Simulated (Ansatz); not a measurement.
CH7BSSi, SMILES `CB([SiH3])S`. The species carries charge 0 and has multiplicity 1.

Z-matrix (Å, degrees):
```
C
B 1 1.563
H 1 1.096 2 110.0
H 1 1.096 2 109.9 3 -115.4
H 1 1.093 2 114.8 3 122.4
Si 2 2.023 1 121.4 3 57.2
S 2 1.775 1 123.6 3 -122.8
H 6 1.492 2 109.9 1 -59.0
H 6 1.488 2 113.3 1 179.9
H 6 1.492 2 109.9 1 58.7
H 7 1.349 2 99.9 1 0.1
```

(1) Give the diagnostics of a CCSD(T)/def2-TZVPP run (frozen core, Ansatz). (An estimate is asked.)

## Answers

(1) Computed: T1 = 0.0139, largest single amplitude 0.032, largest double 0.044, (T) share of the correlation energy 4.0 %, 9 CCSD cycles. The RHF solution is stable towards an unrestricted one. T1 lies under the customary mark of 0.02 for closed shells.
